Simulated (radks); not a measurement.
Species: Ca2+. Configuration: [Ne] 3s2 3p5 5s1 (not the ground configuration).

Method: non-relativistic Kohn-Sham, r2SCAN, spin-unpolarised, spherical densities, point nucleus; meta-GGA in the generalised Kohn-Sham scheme; computed with a radial shooting solver on a logarithmic mesh with Libxc functionals.

Energy parts (eV):
part                      energy
total                 -18377.071
kinetic                18360.322
electron-nucleus      -43017.185
Hartree                 7235.581
exchange-correlation    -955.789

Orbitals (lengths in bohr, moments of r in powers of bohr):
orbital	occ.	eigenvalue (eV)	<1/r>	<r^2>
1s	2	-3976.769	19.53	0.008043
2s	2	-447.3361	4.027	0.1579
2p	6	-368.9261	3.941	0.1328
3s	2	-75.0891	1.227	1.472
3p	5	-55.0008	1.120	1.709
5s	1	-8.7146	0.2223	41.84

The highest occupied level is 5s at -8.715 eV. Virial ratio -V/T = 2.00091. Summed over all electrons, <r^2> = 54.46 bohr^2, which gives a Langevin (diamagnetic) susceptibility term of -43.1 x 10^-6 cm^3/mol. The electron density at the nucleus is 5324 e/bohr^3.
